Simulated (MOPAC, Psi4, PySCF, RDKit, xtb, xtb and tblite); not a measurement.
Two geometries of SMILES CO/C=C\c1ccccc1 (C9H10O), relaxed at GFN2-xTB with one dihedral held; other torsions can differ between them too.

Structure A

```
20

C     -3.4740    -0.4099    -1.0539
O     -2.1137    -0.2279    -0.7418
C     -1.8765     0.5373     0.3585
C     -0.9382     0.3072     1.2810
C      0.0335    -0.7717     1.3405
C      0.2279    -1.6811     0.2992
C      1.1556    -2.6984     0.4189
C      1.9123    -2.8288     1.5718
C      1.7352    -1.9290     2.6101
C      0.8082    -0.9121     2.4952
H     -3.5085    -0.9017    -2.0245
H     -4.0018     0.5496    -1.1113
H     -3.9665    -1.0415    -0.3070
H     -2.5562     1.3799     0.4788
H     -0.8752     1.0288     2.0842
H     -0.3487    -1.5794    -0.6051
H      1.2936    -3.3943    -0.3964
H      2.6387    -3.6236     1.6595
H      2.3245    -2.0207     3.5115
H      0.6744    -0.2141     3.3100
```

Structure B

```
20

C      3.6665     0.2382    -1.3106
O      2.3048     0.0680    -0.9962
C      1.8515     0.3960     0.2351
C      2.4614     0.8879     1.3117
C      3.8961     1.0917     1.5724
C      4.7793     0.0165     1.6340
C      6.1178     0.2198     1.9183
C      6.5931     1.4979     2.1558
C      5.7187     2.5718     2.1221
C      4.3805     2.3698     1.8416
H      3.7375     0.1151    -2.3911
H      4.0191     1.2343    -1.0307
H      4.2931    -0.5101    -0.8183
H      0.7748     0.2736     0.2407
H      1.8168     1.1660     2.1355
H      4.4059    -0.9862     1.4780
H      6.7912    -0.6242     1.9610
H      7.6385     1.6561     2.3763
H      6.0817     3.5705     2.3178
H      3.6989     3.2086     1.8162
```

**Question.** Which is lower in energy at the level PBE0-D3(BJ)/def2-SVP // GFN2-xTB (Psi4), and by how much?

**Answer.** A is lower, by 16.42 kJ/mol (dihedral C1–O2–C3–C4: 140° in A, 0° in B).

E(B) − E(A) in kJ/mol at the other levels, on the same two geometries: GFN2-xTB (xtb and tblite) 5.50; MMFF94 // GFN2-xTB (RDKit) 2.50; PBE0/def2-SVP // GFN2-xTB (Psi4) 20.56; PBE/def2-SVP // GFN2-xTB (Psi4) 22.00; PBE-D3(BJ)/def2-SVP // GFN2-xTB (Psi4) 17.64; UFF // GFN2-xTB (RDKit) 35.41; AM1, restricted, heats of formation // GFN2-xTB (MOPAC) 2.52; PM3, restricted, heats of formation // GFN2-xTB (MOPAC) -7.13; GFN1-xTB // GFN2-xTB (xtb) 4.59; restricted B3LYP/6-31G*, spherical d, density fitting // GFN2-xTB (PySCF) 21.80; restricted Hartree-Fock/LANL2DZ, density fitting // GFN2-xTB (PySCF) 26.63; restricted MP2 (frozen core)/3-21G // GFN2-xTB (PySCF) 8.25; restricted Hartree-Fock/STO-3G // GFN2-xTB (PySCF) 27.45.
